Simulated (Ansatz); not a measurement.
[TaOF4]- (TaOF₄⁻). Total charge -1; singlet. Geometry r2SCAN-D4/def2-SVPD, basis def2-TZVPD, Ansatz.

```xyz
6

Ta    0.0361   -0.0408    0.0250
O     1.0884   -1.2296    0.7553
F    -1.7756   -0.5888    0.4829
F    -0.3634   -0.7150   -1.7576
F     1.2133    1.2240   -0.8730
F    -0.1988    1.3502    1.3674
```

```csv
run,HOMO (eV),LUMO (eV)
A,-6.10,4.13
B,-7.07,4.81
C,-4.35,3.26
D,-3.30,2.84
E,-4.60,3.57
F,-3.92,3.17
```

In the def2 sets Ta takes a core potential; there is no spin–orbit coupling. B3LYP takes the VWN-RPA correlation.

Q: The runs used B3LYP, CAM-B3LYP, PBE0, r2SCAN, r2SCANh, ωB97X-V. Estimate which is which.

A: A CAM-B3LYP (range-separated); B ωB97X-V (range-separated); C B3LYP (20 % exact exchange); D r2SCAN (0 % exact exchange); E PBE0 (25 % exact exchange); F r2SCANh (10 % exact exchange). Exact exchange lowers occupied and raises empty levels; among semilocal functionals meta-GGAs tend to open the gap a little, and such runs are hard to tell apart. The gap grows from 6.15 eV (r2SCAN) to 11.89 eV (ωB97X-V).
